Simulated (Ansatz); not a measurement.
Relaxation of C₃H₁₃BN₂ (19 atoms, charge 0, multiplicity 1), to a largest force component of 0.03 eV/Å in at most 50 steps.

Computed with RKS B3LYP-D4/6-31G* in Ansatz 0.2.0.

```xyz
19
Properties=species:S:1:pos:R:3
B -0.072 0.281 0.020
N -0.240 0.783 1.406
H -1.124 1.135 1.749
H 0.549 1.037 1.987
C 1.389 0.039 -0.535
H 1.455 -0.920 -1.063
H 1.635 0.821 -1.270
H 2.175 0.059 0.232
C -1.368 0.115 -0.875
H -1.626 -0.952 -0.937
H -2.247 0.646 -0.486
H -1.198 0.451 -1.907
N -0.105 -2.254 1.104
H -0.770 -3.026 1.173
C 1.169 -2.633 1.715
H 1.638 -3.434 1.129
H 1.844 -1.770 1.684
H 1.105 -2.972 2.767
H -0.502 -1.453 1.632
```

Question: Where does it end, and by what steps?

Answer: The run converged. The force dipped under the threshold on the way, but the program's further checks kept it going. After 10 steps the energy has fallen by 0.156 eV; H16 moved furthest, 0.46 Å.

| step | energy less start (eV) | largest force component (eV/Å) | accepted |
| --- | --- | --- | --- |
| 0 | 0.0000 | 1.850 | yes |
| 1 | -0.1147 | 1.086 | yes |
| 2 | -0.1425 | 0.192 | yes |
| 3 | -0.1475 | 0.057 | yes |
| 4 | -0.1468 | 0.241 | no |
| 5 | -0.1508 | 0.020 | yes |
| 6 | -0.1527 | 0.109 | yes |
| 7 | -0.1542 | 0.074 | yes |
| 8 | -0.1551 | 0.034 | yes |
| 9 | -0.1556 | 0.011 | yes |
| 10 | -0.1557 | 0.028 | yes |

```xyz
19
Properties=species:S:1:pos:R:3
B -0.079 0.467 -0.015
N -0.258 0.877 1.323
H -1.163 1.099 1.717
H 0.511 1.075 1.949
C 1.387 0.221 -0.562
H 1.494 -0.827 -0.872
H 1.581 0.827 -1.459
H 2.183 0.439 0.163
C -1.350 0.220 -0.927
H -1.431 -0.856 -1.136
H -2.298 0.542 -0.477
H -1.255 0.717 -1.902
N -0.141 -2.498 1.208
H -0.837 -3.169 1.529
C 1.171 -2.831 1.765
H 1.499 -3.802 1.373
H 1.899 -2.083 1.430
H 1.223 -2.881 2.868
H -0.432 -1.584 1.551
```

Time of the run: 20 s on 4 threads of Arm Neoverse V2, on a shared host, peak memory 0.3 GiB.
